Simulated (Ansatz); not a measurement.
Coupled-cluster diagnostics for SrS₂⁻, Ansatz.

Geometry of the doublet (r2SCAN-D4/def2-TZVPD):

Cartesian coordinates in Å:
```
Sr -0.004 0.005 0.014
S -2.297 0.758 -0.958
S 2.301 -0.764 0.945
```

In the def2 sets Sr takes a core potential; there is no spin–orbit coupling. Correlated methods freeze 10 core orbitals; core or outer-core shells of Sr are correlated, in sets that lack core-valence functions. In CCSD on the charge -1 doublet the largest single amplitude is 0.28, so its Hartree–Fock determinant may place the open shell otherwise than the density functionals do. At PBE0-D4/def2-TZVPD a triplet of charge 0 lies 0.99 eV below the restricted singlet at the same geometry. The structure comes from a short search, and lower isomers may exist.

Geometry of the charge -1 quartet (r2SCAN-D4/def2-TZVPD):

```
atom   x (Å)   y (Å)   z (Å)
 Sr1   0.412  -0.799   0.365
  S2   1.964   1.501  -0.218
  S3  -2.376  -0.701  -0.147
```

Task: Estimate the CCSD(T) correlation energy, the shares of MP2 and (T), T1 and the reference's ⟨S²⟩ for: charge -1, doublet, own geometry in def2-TZVPPD; charge -1, quartet, own geometry in def2-TZVPPD; charge 0, singlet, vertical in def2-TZVPPD; and the rough time on 4 threads of Arm Neoverse V2 on a shared host.

Result: 
```
                           state        basis  correlation (eV)  MP2 share (%)  (T) share (%)     T1  ⟨S²⟩ (pure)  wall time                                                            remarks
charge -1, doublet, own geometry  def2-TZVPPD           -16.946           87.8            4.9  0.052  0.77 (0.75)       20 s                                                   large T1 (0.052)
charge -1, quartet, own geometry  def2-TZVPPD           -15.448           86.8            3.6  0.019  3.77 (3.75)       16 s                                                                  –
     charge 0, singlet, vertical  def2-TZVPPD           -18.747           90.6            7.5  0.022  0.00 (0.00)       52 s  flagged by the program, large T1 (0.022), restricted SCF unstable
```
Customary marks for T1 are 0.02 (closed shells), 0.045 (open shells) and about 0.05 (3d metals). T1 exceeds 0.02 in 2 of 3 rows and 0.045 in 1; the higher it lies, the less the single-reference result can be trusted.
